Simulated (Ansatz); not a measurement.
**A relaxation, step by step**

Si$_{3}$N$_{2}$H$_{10}$Cl, doublet, r2SCAN-D4/def2-SVPD (Ansatz 0.2.0). Settings:

```yaml
hamiltonian: {xc: r2scan, dispersion: d4}
relax: {f_tol: 0.01, max_steps: 60, escape_saddle: false}
```

Start, the saddle point found with PBE0-D4 in triple zeta (not stationary at another level):

```xyz
16
angstrom
Si 0.6568 0.8262 1.0124
N 1.1889 -0.6464 0.0799
Si 0.8341 -0.7169 -1.6583
N -0.9081 1.2632 0.4176
Si -2.3609 0.3255 0.5384
H 0.6064 0.3275 2.4123
H 2.4038 -0.3735 0.3052
Cl 3.6450 0.4173 0.8428
H 0.9905 -1.5142 0.5710
H 1.6796 -1.7783 -2.2516
H -0.5981 -1.0331 -1.8772
H 1.1689 0.6160 -2.2035
H -0.9984 2.2108 0.0813
H -1.9304 -1.0484 0.9101
H -3.2921 0.8374 1.5787
H -3.0861 0.2870 -0.7590
```

```tsv
step	energy less the last (meV)	largest force component (eV/Å)
1	326.5	0.410
5	290.7	0.075
9	290.1	0.027
13	282.2	0.277
17 (rejected trial)	232.2	0.747
21 (rejected trial)	144.0	0.221
25	136.1	0.074
29	131.0	0.068
33	119.3	0.131
37	81.2	0.142
41	31.9	0.112
45	5.5	0.090
49	1.6	0.042
53	0.3	0.016
57	0.0	0.005
```

Step 5, positions (Å) and forces (eV/Å):

| atom | x | y | z | Fx | Fy | Fz |
| --- | --- | --- | --- | --- | --- | --- |
| Si1 | 0.637 | 0.848 | 1.044 | -0.011 | 0.032 | -0.023 |
| N2 | 1.197 | -0.633 | 0.106 | 0.018 | -0.075 | 0.045 |
| Si3 | 0.854 | -0.714 | -1.659 | -0.029 | 0.005 | -0.018 |
| N4 | -0.936 | 1.288 | 0.424 | 0.000 | 0.003 | 0.008 |
| Si5 | -2.398 | 0.319 | 0.532 | 0.003 | 0.004 | -0.006 |
| H6 | 0.585 | 0.348 | 2.451 | 0.002 | -0.010 | -0.001 |
| H7 | 2.413 | -0.388 | 0.295 | -0.009 | 0.012 | -0.002 |
| Cl8 | 3.756 | 0.341 | 0.733 | 0.017 | -0.002 | 0.008 |
| H9 | 1.008 | -1.510 | 0.601 | 0.010 | 0.039 | -0.028 |
| H10 | 1.707 | -1.786 | -2.236 | 0.004 | 0.005 | 0.016 |
| H11 | -0.584 | -1.030 | -1.874 | -0.003 | 0.002 | -0.010 |
| H12 | 1.196 | 0.623 | -2.206 | -0.001 | -0.007 | 0.006 |
| H13 | -1.036 | 2.243 | 0.091 | 0.004 | -0.002 | 0.004 |
| H14 | -1.944 | -1.057 | 0.889 | -0.002 | -0.003 | 0.002 |
| H15 | -3.335 | 0.815 | 1.584 | -0.003 | -0.004 | 0.003 |
| H16 | -3.119 | 0.293 | -0.774 | -0.001 | 0.000 | -0.002 |

Last step (57):

```xyz
16
angstrom
Si 0.2054 -0.3472 1.4116
N 1.5251 -0.7732 0.2776
Si 1.1308 -1.3712 -1.3620
N -0.7152 0.8558 0.5663
Si -2.4513 1.1204 0.5627
H -0.7181 -1.5070 1.6577
H 2.1181 0.7002 -0.0123
Cl 2.4722 2.0171 -0.2653
H 2.3146 -1.2523 0.7108
H 2.3562 -2.0295 -1.8952
H 0.0071 -2.3515 -1.3042
H 0.7418 -0.2117 -2.2051
H -0.1428 1.6081 0.1748
H -3.0727 -0.0773 1.1929
H -2.8295 2.3447 1.3283
H -2.9418 1.2747 -0.8385
```

The run took 2.9 min on 4 CPU threads of an AMD EPYC 7R13 and a share of one NVIDIA H100 (shared host), with 0.99 GiB of host memory at its peak.
